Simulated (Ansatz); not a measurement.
Ideal-gas functions of `[NH]=[Nb]([F])([F])[Cl]` at 400 K and 1 bar, from an Ansatz frequency run at PBE0-D4/def2-TZVP.

Molar mass 181.37 g/mol, point group Cs (symmetry number 1), electronic degeneracy 1, moments of inertia 158.424, 264.85, 286.116 u Å². Harmonic wavenumbers (cm⁻¹, unscaled): 132, 160, 183, 237, 259, 430, 510, 556, 693, 708, 1050, 3649.

Use S(trans) = R[1.5 ln M + 2.5 ln T − 1.1517]; rotational temperatures θ = 24.2544 K / I; S(rot) = R[ln(√π/σ · √(T³/θAθBθC)) + 1.5]; for each mode x = 1.438777 ν̃/T, S = R[x/(eˣ − 1) − ln(1 − e⁻ˣ)] and H = RT x/(eˣ − 1); 1 cm⁻¹ = 0.0119627 kJ/mol; R = 8.31446 J/(mol·K).

Q: By hand: the entropy, in J/(mol·K).

A: Translation 179.8. Rotation: θ = 0.1531, 0.0916, 0.0848 K, giving 120.0. Vibration, mode by mode: 14.59, 13.02, 11.94, 9.89, 9.20, 5.47, 4.35, 3.81, 2.59, 2.48, 0.93, 0.00, in all 78.3. Electronic 0.0. Sum 378.1 J/(mol·K).

Q: By hand: H − E and G − E in kJ/mol, counted from the electronic energy.

A: Zero-point energy ½ × 8567 × 0.0119627 = 51.2; thermal vibration 16.9; translation, rotation and pV give 4 RT = 13.3. H − E = 81.4 kJ/mol, and G − E = 81.4 − 400 × 378.1/1000 = -69.8 kJ/mol.

Vibration gives 21 % of the entropy, 14.6 J/(mol·K) of it from the mode under 150 cm⁻¹: soft modes count most, and the harmonic formula is weakest for them. The sum counts one conformer and one mirror image; others add a mixing term.
